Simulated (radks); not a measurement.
Problem. The sulfur ion S+, 15 electrons, occupied as [Ne] 3s2 3p1 3d2 (not the ground configuration). Method: scalar-relativistic Kohn-Sham, PBEsol, spin-polarised, spherical densities, finite nucleus; open shells are filled with parallel spins first; Fermi nuclear charge, rms radius 3.2611 fm; computed with a radial shooting solver on a logarithmic mesh with Libxc functionals. Some entries of the table are withheld. Estimate them.

| orbital | occ. | eigenvalue (Ry) | <1/r> (bohr^-1) | <r^2> (bohr^2) |
|---|---|---|---|---|
| 1s up | 1 | -178.0437 | 15.64 | 0.01266 |
| 1s down | 1 | -178.0323 | 15.64 | 0.01266 |
| 2s up | 1 | -16.90002 | 3.067 | 0.2728 |
| 2s down | 1 | -16.87648 | 3.069 | 0.2721 |
| 2p up | 3 | -12.87920 | 2.964 | 0.2436 |
| 2p down | 3 | -12.85273 | 2.967 | 0.2427 |
| 3s up | 1 | -2.39713 | 0.8647 | 2.920 |
| 3s down | 1 | -2.19539 | 0.8708 | 2.909 |
| 3p up | 1 | (1) | (2) | 3.793 |
| 3p down | 0 | (3) | (4) | 3.839 |
| 3d up | 2 | -0.51920 | 0.4798 | 8.725 |
| 4s up | 0 | (5) | 0.3081 | 21.37 |
| 4p up | 0 | -0.34316 | 0.2506 | 32.18 |

Solution. 
(1) 3p up eigenvalue (Ry): -1.57244
(2) 3p up <1/r> (bohr^-1): 0.7508
(3) 3p down eigenvalue (Ry): -1.36947
(4) 3p down <1/r> (bohr^-1): 0.7521
(5) 4s up eigenvalue (Ry): -0.51086
